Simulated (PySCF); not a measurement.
**Orbital picture of SiI⁺**

RHF at R = 2.333 Å; PySCF, spin-free X2C with a Gaussian nucleus, basis sets Si x2c-SVPall, I x2c-SVPall. State: ¹Σ⁺ (singlet), closed shell. Only the outer orbitals are listed, counted within each symmetry.

| orbital | occ. | ε (eV) | on Si (%) | main shells (%) |
| --- | --- | --- | --- | --- |
| 13σ | 2 | -31.45 | 13 | 84 I s, 9 Si s |
| 14σ | 2 | -22.79 | 63 | 62 Si s, 24 I p, 13 I s |
| 15σ | 2 | -17.02 | 56 | 43 I p, 31 Si p, 23 Si s |
| 7π | 2 | -16.78 | 11 | 88 I p, 10 Si p |
| 7π | 2 | -16.78 | 11 | 88 I p, 10 Si p |
| 8π | 0 | -6.14 | 88 | 88 Si p, 11 I p |
| 8π | 0 | -6.14 | 88 | 88 Si p, 11 I p |
| 16σ | 0 | -2.49 | 72 | 66 Si p, 27 I p |

Problem. Which are the highest filled and the lowest empty level, where do they sit, and how wide is the gap?

Solution. Highest filled 7π at -16.78 eV (in %: 88 I p, 10 Si p); lowest empty 8π at -6.14 eV (in %: 88 Si p, 11 I p); the gap at RHF is 10.64 eV.

```
bond order (Mayer)                                                                                                : 1.64
⟨S²⟩                                                                                                              : 0.000
charge on Si (Mulliken, basis-dependent)                                                                          : 0.92
charge on Si (Löwdin, basis-dependent)                                                                            : 0.70
dipole moment (positive dipole points towards I; it is taken about the centre of mass and depends on that origin) : -5.66 D
polarisability along the bond                                                                                     : 71.0 bohr³
polarisability across the bond                                                                                    : 31.4 bohr³
```

Spin–orbit coupling is left out.
